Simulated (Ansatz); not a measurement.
Task: Predict a relaxed structure of GaCl2Br (GaBrCl₂), charge 0, singlet, at B3LYP-D4/def2-SVP (Ansatz).

Result: 
```csv
atom,x (Å),y (Å),z (Å)
Ga1,0.0072,-0.0048,0.0239
Cl2,-0.3730,-1.9138,0.9083
Cl3,1.0057,1.4893,1.1821
Br4,-0.6399,0.4293,-2.1143
```
Point group C2v (tolerance 0.1 Å). This is one stationary point.
